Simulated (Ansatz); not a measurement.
Sn8⁻. Total charge -1; doublet. Geometry PBE-D4/def2-SVP, that of the neutral singlet; atoms count from 1.

```
atom   x (Å)   y (Å)   z (Å)
 Sn1  -1.499   1.898   0.988
 Sn2   0.898  -1.005   0.804
 Sn3   2.225  -0.426  -1.811
 Sn4  -0.099  -2.384  -1.646
 Sn5  -0.677   0.681  -1.838
 Sn6  -0.161   0.375   3.054
 Sn7   1.488   1.965   0.113
 Sn8  -2.175  -1.104   0.336
```

In the def2 sets Sn takes a core potential; there is no spin–orbit coupling. The structure comes from a short search, and lower isomers may exist.

Question: Estimate the Mulliken populations from the PBE0/def2-SVP orbitals of Ansatz.

Answer: 
```csv
atom,charge (e),spin (α − β)
Sn1,-0.15,0.01
Sn2,-0.14,-0.03
Sn3,-0.15,0.23
Sn4,-0.14,0.20
Sn5,-0.14,0.00
Sn6,-0.19,0.62
Sn7,-0.05,-0.04
Sn8,-0.05,0.01
```
Mulliken values and Mayer orders depend strongly on the basis.

Question: Where does the spin sit?

Answer: Summed by element: Sn 1.00, of 1 unpaired in all. Largest on single atoms: Sn6 0.62, Sn3 0.23, Sn4 0.20.

Question: And the Mayer bond orders between bonded heavy atoms (over 0.3)?

Answer: Sn1–Sn5 0.42 (3.18 Å); Sn1–Sn6 0.74 (2.89 Å); Sn1–Sn7 0.62 (3.11 Å); Sn1–Sn8 0.60 (3.14 Å); Sn2–Sn3 0.55 (2.99 Å); Sn2–Sn4 0.57 (2.98 Å); Sn2–Sn6 0.69 (2.84 Å); Sn2–Sn7 0.48 (3.11 Å); Sn2–Sn8 0.47 (3.11 Å); Sn3–Sn4 0.61 (3.04 Å); Sn3–Sn5 0.56 (3.11 Å); Sn3–Sn7 0.55 (3.16 Å); Sn4–Sn5 0.54 (3.12 Å); Sn4–Sn8 0.55 (3.14 Å); Sn5–Sn7 0.46 (3.18 Å); Sn5–Sn8 0.45 (3.19 Å). Values over 0.3 also appear between atoms too far apart for a bond (Sn2–Sn5 0.32 at 3.51 Å; Sn6–Sn8 0.30 at 3.69 Å); they arise where an orbital or an unpaired electron spreads over both atoms.
